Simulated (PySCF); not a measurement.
# Indium: highly charged ions in a basis for the neutral atom

In⁹⁺ [Kr] 4d4, In¹⁰⁺ [Kr] 4d3. All numbers are calculated (PySCF 2.14, a scalar-relativistic core potential, in cc-pVDZ-PP with ECP28MDF). No spin-orbit coupling, so a gap to NIST mixes the basis error with missing relativistic terms.

Changed run: basis of the neutral atom used for a highly charged ion. This setting is unsound on purpose.

```
species  method  sound run (hartree)  changed run (hartree)  converged
   In⁹⁺     UHF              not run             -163.98817        yes
   In⁹⁺     PBE              not run             -164.46855        yes
   In⁹⁺    TPSS              not run             -164.45780        yes
  In¹⁰⁺     UHF              not run             -157.28671        yes
  In¹⁰⁺     PBE              not run             -157.74175        yes
  In¹⁰⁺    TPSS              not run             -157.74418        yes
```

Ionisation energy of In⁹⁺:

| method | changed run (eV) | NIST (eV) |
| --- | --- | --- |
| UHF | 182.36 | 178 ± 2.2 |
| PBE | 183.05 | 178 ± 2.2 |
| TPSS | 182.69 | 178 ± 2.2 |

The contracted functions were made for the neutral atom and can be too rigid for a highly charged ion.
